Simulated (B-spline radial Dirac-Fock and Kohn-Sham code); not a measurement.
Rb²⁵⁺: eigenvalues, ΔSCF and the reference

System: rubidium as Rb²⁵⁺ in the configuration [Ne] 3s2.

The density-functional columns are spherical, spin-unpolarised Dirac-Kohn-Sham results without Breit or QED terms: −ε is minus the orbital energy of the initial state and ΔSCF the difference of two total energies. The reference in the last column comes from ΔSCF Dirac-Fock with Breit, self-energy and vacuum polarisation, finite nucleus, configuration average. All numbers are from an atomic code on a B-spline grid, in eV; a selection of levels is shown. For the 1s level of heavy atoms much of the gap between ΔSCF and the reference is the Breit and QED part, -36.0 eV here; for other levels the error of the functional can be larger.

```tsv
level	LDA −ε	LDA ΔSCF	Dirac-Fock
K	16208.8	16474.6	16441.6
L1	3147.5	3211.9	3242.2
L2	2976.8	3052.2	3046.2
L3	2913.9	2987.5	2984.1
M1	1218.8	1244.5	1237.2
```

For the outermost level NIST gives 1242.5 ± 1.7 eV (semi-empirical); the differences from it are LDA −ε -23.69, LDA ΔSCF +2.00, Dirac-Fock -5.26 eV.

Values without a named source are computed, but for edge energies of neutral atoms, which are taken from tables.
